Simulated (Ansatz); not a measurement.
`CBOCO` and `[CH3][GaH][O]CO` differ in one element.

Ansatz, PBE0-D4/def2-TZVP geometries, multiplicity 1. Each molecule was computed in one conformer, which needn't be the lowest.

Scalar relativity is left out up to krypton.

| property | `CBOCO` |
| --- | --- |
| HOMO energy (ωB97M-V/def2-TZVPP) / eV | -10.83 |
| size of the dipole moment (B3LYP/def2-TZVPP) / D | 1.11 |
| HOMO–LUMO gap (PBE0/def2-TZVPP) / eV | 8.59 |
| size of the dipole moment (PBE/def2-TZVPP) / D | 1.14 |
| LUMO energy (ωB97M-V/def2-TZVPP) / eV | 1.99 |
| LUMO energy (PBE0/def2-TZVPP) / eV | 0.13 |

Give the same properties after the change, and the shifts. (Estimate.)

Computed: 
```tsv
property	`[CH3][GaH][O]CO`	shift
HOMO energy (ωB97M-V/def2-TZVPP) / eV	-9.40	1.43
size of the dipole moment (B3LYP/def2-TZVPP) / D	1.98	0.87
HOMO–LUMO gap (PBE0/def2-TZVPP) / eV	6.90	-1.69
size of the dipole moment (PBE/def2-TZVPP) / D	1.93	0.79
LUMO energy (ωB97M-V/def2-TZVPP) / eV	1.40	-0.59
LUMO energy (PBE0/def2-TZVPP) / eV	-0.18	-0.31
```

With PBE0 the HOMO rises by 1.40 eV and the LUMO falls by 0.31 eV, so the gap narrows by about 1.71 eV. PBE moves the HOMO by 1.37 eV and ωB97M-V by 1.43 eV. Dipoles are sizes alone; their direction can turn.

B3LYP here is the variant with VWN-RPA as its local correlation; programs differ in this.
